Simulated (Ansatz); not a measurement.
Reaction (ligand exchange at the Si–O bond): `N[Si@H](O)O[Si@@H](N)O` + H–F → `N[Si@H](F)O[Si@@H](N)O` + H₂O

Isolated molecules relaxed with PBE0-D4/def2-TZVP in Ansatz; ΔE leaves out vibrations. CBS: MP2 limit from def2 TZ/QZ plus the TZ coupled-cluster correction, frozen cores. This one scheme is used for every species. DFT in def2-TZVPP. B3LYP here is the variant with VWN-RPA as its local correlation; programs differ in this. Each species was taken in one conformer, which may not be the lowest.

```json
{"level": "PBE-D4", "ΔE (kcal/mol)": "-10.2", "difference from CCSD(T)/CBS": "0.6"}
{"level": "r2SCAN-D4", "ΔE (kcal/mol)": "-11.1", "difference from CCSD(T)/CBS": "-0.3"}
{"level": "B3LYP-D4", "ΔE (kcal/mol)": "-11.1", "difference from CCSD(T)/CBS": "-0.3"}
{"level": "ωB97X-V", "ΔE (kcal/mol)": "-11.1", "difference from CCSD(T)/CBS": "-0.3"}
{"level": "B2PLYP", "ΔE (kcal/mol)": "-11.4", "difference from CCSD(T)/CBS": "-0.6"}
{"level": "B3LYP", "ΔE (kcal/mol)": "-12.1", "difference from CCSD(T)/CBS": "-1.3"}
{"level": "HF/def2-TZVPP", "ΔE (kcal/mol)": "-13.1", "difference from CCSD(T)/CBS": "-2.3"}
{"level": "MP2/def2-TZVPP", "ΔE (kcal/mol)": "-9.9", "difference from CCSD(T)/CBS": "0.9"}
{"level": "SCS-MP2/def2-TZVPP", "ΔE (kcal/mol)": "-10.6", "difference from CCSD(T)/CBS": "0.2"}
{"level": "CCSD/def2-TZVPP", "ΔE (kcal/mol)": "-10.8", "difference from CCSD(T)/CBS": "0.0"}
{"level": "CCSD(T)/def2-TZVPP", "ΔE (kcal/mol)": "-10.3", "difference from CCSD(T)/CBS": "0.5"}
{"level": "HF/def2-QZVPP", "ΔE (kcal/mol)": "-13.5", "difference from CCSD(T)/CBS": "-2.7"}
{"level": "MP2/def2-QZVPP", "ΔE (kcal/mol)": "-10.3", "difference from CCSD(T)/CBS": "0.5"}
{"level": "SCS-MP2/def2-QZVPP", "ΔE (kcal/mol)": "-11.0", "difference from CCSD(T)/CBS": "-0.2"}
{"level": "HF/CBS(def2)", "ΔE (kcal/mol)": "-13.6", "difference from CCSD(T)/CBS": "-2.8"}
{"level": "MP2/CBS(def2)", "ΔE (kcal/mol)": "-10.4", "difference from CCSD(T)/CBS": "0.4"}
{"level": "CCSD(T)/CBS", "ΔE (kcal/mol)": "-10.8", "difference from CCSD(T)/CBS": "0"}
```

Largest T1 diagnostic among the species: 0.011.

In def2-TZVPP, CCSD(T) changes the Hartree–Fock value by +2.8 kcal/mol (the triples alone add +0.5 kcal/mol) and MP2 by +3.2 kcal/mol. The D4 term adds +1.0 kcal/mol with B3LYP and +0.6 kcal/mol with PBE0; it sums over pairs of atoms, weighted by their polarisabilities, and B3LYP, whose exchange is more repulsive, gets the larger term.
